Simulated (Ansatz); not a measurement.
System: CH$_{5}$AlS, charge 0, singlet. CH5AlS (SMILES C[S][AlH2]).
B3LYP-D3(BJ)/def2-TZVP minimum from Ansatz (an electronic-structure program):
```
S
C 1 1.8391
H 2 1.0877 1 108.56
H 2 1.0877 3 109.39 1 -118.31
H 2 1.0878 3 109.39 4 -119.81
Al 1 2.1750 2 103.06 3 120.59
H 6 1.5739 1 117.17 2 180.00
H 6 1.5781 7 124.83 1 180.00
```
Charge 0, spin multiplicity 1.

Total energies in cc-pV(D+d)Z, 18 correlated electrons, 11 frozen orbitals. Open shells are spin-unrestricted; no spin-orbit coupling. Correlated methods leave the cores frozen. No relativity.

```csv
method,program,energy (Eh),minus CCSDT(Q) (mEh)
HF,Ansatz,-680.26235,408.50
MP2,Ansatz,-680.61054,60.31
CCSD,Ansatz,-680.65769,13.16
CCSD(T),Ansatz,-680.66900,1.85
CCSDT(Q),Ansatz,-680.67084,0.00
```

Rough core times of Ansatz's runs on a shared machine: CCSD(T) under 20 s, CCSDT(Q) 4 min.
